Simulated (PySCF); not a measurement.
**Peak assignment**

Structure with atom numbers: `[CH3:1]/[C:2]([C:3]#[N:4])=[CH:5]\[Si@@H:6]([OH:7])[CH:8]([CH3:9])[CH3:10]`. Hydrogens are named by the atom that carries them.

PySCF 2.14 calculation with coordinates at the GFN2-xTB level and shieldings: GIAO PBE0/pcSseg-1; relativity neglected, one averaged value for each set of equivalent atoms, single conformer, no solvent model.

References, each an isolated molecule treated in the same way: $^{13}$C (σ = 186.93 ppm) and $^{1}$H (σ = 31.72 ppm) vs TMS.

**Question.** Assign these signals to the numbered atoms. $^{13}$C{$^{1}$H} NMR (computed): δ 148.6, 138.8, 125.0, 24.1, 23.2, 18.6, 17.6.

**Answer.** 
148.6 → C5, alkene CH: an sp2 carbon of a C=C bond
138.8 → C2, fully substituted alkene carbon: the olefinic region
125.0 → C3, nitrile carbon: C≡N carbons fall here, among the sp2 signals but without a proton
24.1 → C1, allylic methyl carbon: aliphatic region, no heteroatom directly attached
23.2 → C8, sp3 CH bonded to Si
18.6 → C10, methyl carbon: saturated and bonded to C and H only
17.6 → C9, methyl carbon

C1 and C8; C10 and C9 lie closer than the usual error of such a calculation, so a measured spectrum could show them in the other order.

**Question.** Assign these signals to the numbered atoms. $^{1}$H NMR (500 MHz, computed): δ 6.60 (d, 1H), 5.30 (m, 1H), 2.43 (s, 3H), 1.15 (m, 3H), 1.09 (br s, 1H), 1.03 (m, 1H), 0.96 (m, 3H).

**Answer.** 
| δ (ppm) | atoms | environment | reason |
| --- | --- | --- | --- |
| 6.60 | H(C5) | hydrogen on an alkene CH | olefinic region |
| 5.30 | H(Si6) | hydrogen on a silicon bonded to 2 C, O | – |
| 2.43 | H(C1) | hydrogen on an allylic methyl carbon | allylic position |
| 1.15 | H(C10) | hydrogen on a methyl carbon | – |
| 1.09 | H(O7) | hydrogen on an oxygen bonded to Si | exchangeable; this is the value without hydrogen bonding to other molecules |
| 1.03 | H(C8) | hydrogen on an sp3 CH bonded to Si | – |
| 0.96 | H(C9) | hydrogen on a methyl carbon | – |

H(C10) and H(O7); H(O7) and H(C8); H(C8) and H(C9) lie closer than the usual error of such a calculation, so a measured spectrum could show them in the other order.

The OH or NH signal is concentration- and solvent-dependent in practice; the value given is the gas-phase one. Shifts are as computed. Against solution values, carbons near 30 ppm lie about +3 ppm off and those near 130 ppm about +5 ppm. Of 1211 compounds with measured shifts, 218 miss one by over three times the rms of a fit or turn the order of signals round; such compounds aren't used in these exercises. Multiplicities follow the n + 1 count of equivalent neighbours, as no J values were calculated; m marks all less simple cases, F and P coupling included.
